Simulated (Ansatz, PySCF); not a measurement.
Spin gap between two states, R1 and P1; the higher of the two is an excited state, each structure at its B3LYP-D3(BJ)/def2-TZVP stationary point, reached from a drawn start (curvature not checked).
R1, H2Ni (SMILES [NiH2]) (charge 0, multiplicity 1):
```csv
atom,x (Å),y (Å),z (Å)
Ni,0.0000,0.0000,-0.9399
H,0.4593,0.0000,0.4700
H,-0.4593,0.0000,0.4700
```
P1, H2Ni (SMILES [NiH2]) (charge 0, multiplicity 3):
```tsv
atom	x (Å)	y (Å)	z (Å)
Ni	0.0000	0.0000	-0.4273
H	1.4002	0.0000	0.2137
H	-1.4002	0.0000	0.2137
```

| level | spin gap (kJ/mol) | cost |
|---|---|---|
| HF/def2-SVP | -505.0 | - |
| HF/def2-TZVPP | -444.8 | - |
| HF/def2-QZVPP | -447.7 | - |
| SVWN5/def2-TZVPP | 89.8 | ×0.5 |
| PBE/def2-TZVPP | 49.7 | ×1 |
| PBE-D4/def2-TZVPP | 49.7 | ×1 |
| BLYP/def2-TZVPP | 41.4 | ×1 |
| BLYP-D3(BJ)/def2-TZVPP | 41.5 | ×1 |
| BLYP-D4/def2-TZVPP | 41.4 | ×1 |
| revPBE/def2-TZVPP | 41.1 | ×1 |
| revPBE-D3(BJ)/def2-TZVPP | 41.3 | ×1 |
| r2SCAN/def2-TZVPP | -13.1 | ×0.8 |
| r2SCAN-D3(BJ)/def2-TZVPP | -13.1 | ×0.8 |
| B97M-V/def2-TZVPP | -37.5 | ×1 |
| B3LYP/def2-TZVPP | -6.1 | ×0.5 |
| B3LYP-D3(BJ)/def2-TZVPP | -6.1 | ×0.5 |
| B3LYP-D4/def2-TZVPP | -6.2 | ×0.5 |
| PBE0/def2-TZVPP | -19.1 | ×0.5 |
| PBE0-D3(BJ)/def2-TZVPP | -19.1 | ×0.5 |
| PBE0-D4/def2-TZVPP | -19.1 | ×0.5 |
| BHLYP/def2-TZVPP | -125.4 | ×0.5 |
| BHLYP-D3(BJ)/def2-TZVPP | -125.4 | ×0.5 |
| BHLYP-D4/def2-TZVPP | -125.5 | ×0.5 |
| CAM-B3LYP/def2-TZVPP | -11.4 | ×0.6 |
| CAM-B3LYP-D3(BJ)/def2-TZVPP | -11.4 | ×0.6 |
| CAM-B3LYP-D4/def2-TZVPP | -11.5 | ×0.6 |
| wB97X-V/def2-TZVPP | -5.1 | ×1 |
| wB97M-V/def2-TZVPP | -10.1 | ×2 |
| B2PLYP/def2-TZVPP | 96.9 | ×2 |
| B2PLYP-D3(BJ)/def2-TZVPP | 96.9 | ×2 |
| B2PLYP-D4/def2-TZVPP | 96.9 | ×2 |
| MP2/def2-SVP | -51.5 | - |
| MP2/def2-TZVPP | 297.7 | - |
| MP2/def2-QZVPP | 312.6 | - |
| SCS-MP2/def2-TZVPP | 202.1 | - |
| SCS-MP2/def2-QZVPP | 215.5 | - |
| CCSD/def2-SVP | -119.8 | - |
| CCSD/def2-TZVPP | -59.9 | - |
| CCSD/def2-QZVPP | -56.6 | - |
| CCSD(T)/def2-QZVPP | 12.8 | ×6 |

P less R. No zero-point or thermal terms; singlets are restricted closed shells; open shells are unrestricted; no spin–orbit coupling.

Frozen-core correlation throughout.

Doubts at one or more of the structures used: T1 above 0.05 (CCSD/def2-SVP, CCSD/def2-TZVPP, CCSD/def2-QZVPP, CCSD(T)/def2-QZVPP).

Run with Ansatz (a first-principles code); PySCF for the D3/D4 terms. All values are computed, each at the level named.

Costs are rough ratios of core time to PBE/def2-TZVPP (about 6 s over the structures, on one shared machine); a dash marks a level with no comparable run of its own.
